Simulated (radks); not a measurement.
Values are calculated unless marked as measured or tabulated.
Polarisability of the xenon ion Xe8+, [Kr] 4d10, at imaginary frequency. Code: a radial shooting solver on a logarithmic mesh with Libxc functionals. Model: scalar-relativistic Kohn-Sham, LDA (Slater exchange, Perdew-Wang correlation), spin-polarised, spherical densities, finite nucleus; Fermi nuclear charge, rms radius 4.7859 fm. Response by self-consistent Sternheimer equations with the Hartree and adiabatic LDA kernel, the relativistic mass of each level held fixed and spin-orbit coupling left out.

w (hartree)  alpha1(iw) (bohr^3)  alpha2(iw) (bohr^5)
0.00266                   0.8567               0.8972
0.0143                    0.8567               0.8971
0.0360                    0.8567               0.8970
0.0697                    0.8564               0.8967
0.118                     0.8558               0.8959
0.186                     0.8545               0.8941
0.280                     0.8517               0.8904
0.413                     0.8458               0.8826
0.605                     0.8338               0.8671
0.892                     0.8086               0.8365
1.35                      0.7556               0.7780
2.12                      0.6477               0.6747
3.59                      0.4558               0.5105
6.94                      0.2169               0.2832
17.5                     0.05610              0.07458

Static values: alpha1 = 0.8567 bohr^3 (0.1270 angstrom^3; uncoupled 1.260), alpha2 = 0.8972 bohr^5, alpha3 = 1.517 bohr^7. C6 = 2.157, C8 = 11.77, triple-dipole C9 = 1.346 atomic units. One-pole (London) frequency 4 C6 / (3 alpha1^2) = 3.919 hartree, against 6.173 for minus the highest occupied eigenvalue.
